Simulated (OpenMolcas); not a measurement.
**Cr³⁺: effect of the active space**

| Property | Result |
| --- | --- |
| Program | OpenMolcas 26.06 |
| Method | XMS-CASPT2, IPEA 0.25 Eh, imaginary shift 0.1 Eh |
| Basis | ANO-RCC-VTZP |
| Scalar Hamiltonian | DKH2, point nucleus |
| Spin-orbit coupling | state interaction with AMFI integrals over the reference wave functions, term energies averaged over their components |

A. 3 electrons in 5 orbitals (3d); 2S+1 = 4 even, 10 roots; 2S+1 = 2 even, 40 roots; closed shells correlated: 3s 3p; CASPT2 step of the order of 5 core-seconds
B. 3 electrons in 10 orbitals (3d 4d); 2S+1 = 4 even, 10 roots; 2S+1 = 2 even, 40 roots; closed shells correlated: 3s 3p; CASPT2 step of the order of 4 core-minutes

Energies in cm⁻¹ above 3d³ ⁴F_3/2, the measured ground level; measured values from Sugar and Corliss, J. Phys. Chem. Ref. Data 6, 317 (1977).

```json
{"Level": "3d³ ⁴F_3/2", "A": "0.0", "B": "0.0", "Measured": "0.0"}
{"Level": "3d³ ⁴F_5/2", "A": "246", "B": "248", "Measured": "236"}
{"Level": "3d³ ⁴F_7/2", "A": "583", "B": "587", "Measured": "556"}
{"Level": "3d³ ⁴F_9/2", "A": "1002", "B": "1009", "Measured": "946"}
{"Level": "3d³ ⁴P_1/2", "A": "14340", "B": "14780", "Measured": "14059"}
{"Level": "3d³ ⁴P_3/2", "A": "14450", "B": "14900", "Measured": "14177"}
{"Level": "3d³ ⁴P_5/2", "A": "14730", "B": "15190", "Measured": "14471"}
{"Level": "3d³ ²G_7/2", "A": "16000", "B": "16150", "Measured": "15052"}
{"Level": "3d³ ²G_9/2", "A": "16350", "B": "16520", "Measured": "15402"}
{"Level": "3d³ ²P_3/2 [72 %]", "A": "20530", "B": "20740", "Measured": ""}
{"Level": "3d³ ²P_1/2", "A": "20570", "B": "20700", "Measured": "19519"}
{"Level": "3d³ ²D_3/2(1) [73 %]", "A": "21800", "B": "22220", "Measured": "20650"}
{"Level": "3d³ ²D_5/2(1)", "A": "21880", "B": "22380", "Measured": "20664"}
{"Level": "3d³ ²H_9/2", "A": "22230", "B": "22190", "Measured": "21066"}
{"Level": "3d³ ²H_11/2", "A": "22500", "B": "22480", "Measured": "21321"}
{"Level": "3d³ ²F_7/2", "A": "36180", "B": "36190", "Measured": "34363"}
{"Level": "3d³ ²F_5/2", "A": "36330", "B": "36340", "Measured": "34556"}
{"Level": "3d³ ²D_5/2(2)", "A": "55550", "B": "55430", "Measured": "52975"}
{"Level": "3d³ ²D_3/2(2)", "A": "55740", "B": "55580", "Measured": "53142"}
```

Deviations, from unrounded energies. A percentage is the sum of absolute deviations over the sum of measured energies, with the sign that they share, or ± where signs differ.

```
                        Against measurement  Levels     A     B
             mean absolute deviation (cm-1)      17  1000  1200
      fine structure of the ground term (%)       3  +5.4  +6.2
other terms of the ground configuration (%)      14  +4.9  +5.6
```

A lies closest to measurement on these levels. The largest miss of A in the table is 3d³ ²D_3/2(2), by +2600 cm-1. The ranking rests on the paired levels alone, and a cruder setting can come out closer through cancelling errors.

The two smallest mean deviations differ by little beside CASPT2's spread within terms, so their order carries little weight.

Between A and B the level of the table that moves most is 3d³ ²D_5/2(1), by 500 cm-1 (lowest in A, highest in B). Moves below CASPT2's spread within the term are not significant.

Term energies are means over components that CASPT2 splits; among the terms shown or strongly mixed into the levels shown the widest spread is 1500 cm-1 (3d³ ⁴F, A). The CASPT2 spread within a term exceeds the gap to the next term for 3d³ ²D(1) and 3d³ ²H, so the order of their levels is uncertain. Active for correlation alone: 4d; no level in the range computed is led by a configuration that fills it, so any true level of that kind is missing (holds for B). Computed and measured levels are paired by configuration, term and J; levels that our copy of the source lacks, or whose pairing is in doubt (as where it misses far off the trend of its configuration), stay unpaired and out of the deviations. Only configurations of the active space appear.

A share in square brackets marks a mixed level and gives the weight of the term that names it, the lowest over the columns. A number in round brackets counts repeated terms of one configuration in the order of the reference energies.
